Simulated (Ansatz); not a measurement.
C2H6GeSi, SMILES `C1=[CH][GeH2][SiH2]1`, relaxed with RKS PBE0-D4/def2-TZVP in Ansatz from a PBE-D4/def2-SVP geometry. The force threshold is 0.005 eV/Å; the program also tests the step.

Total charge 0; spin multiplicity 1.

Start:

```xyz
10

C    -0.138    1.303    0.114
C    -1.202    0.463    0.255
Ge   -0.458   -1.358   -0.003
Si    1.362    0.194   -0.243
H    -0.219    2.403    0.203
H    -2.234    0.799    0.469
H    -1.017   -2.127   -1.233
H    -0.555   -2.284    1.242
H     2.458    0.223    0.792
H     2.003    0.384   -1.595
```

Problem. By how much does the energy fall, and how many steps does the optimiser take? (Estimate.)

Solution. Ansatz gave: 3.80 kJ/mol, in 4 steps, 1 of them rejected.

Problem. Which bonds change most? (An estimate is asked.)

Solution. Computed: Ge3–Si4 from 2.403 to 2.380 Å; C1–Si4 from 1.899 to 1.877 Å; Si4–H10 from 1.508 to 1.489 Å; Si4–H9 from 1.508 to 1.489 Å.

Problem. Give the relaxed structure. (An estimate is asked.)

Solution. Ansatz gave: 
```xyz
10

C    -0.136    1.290    0.111
C    -1.185    0.460    0.253
Ge   -0.452   -1.349   -0.004
Si    1.346    0.193   -0.240
H    -0.220    2.372    0.198
H    -2.198    0.797    0.465
H    -1.011   -2.107   -1.222
H    -0.550   -2.266    1.229
H     2.426    0.227    0.784
H     1.981    0.383   -1.574
```
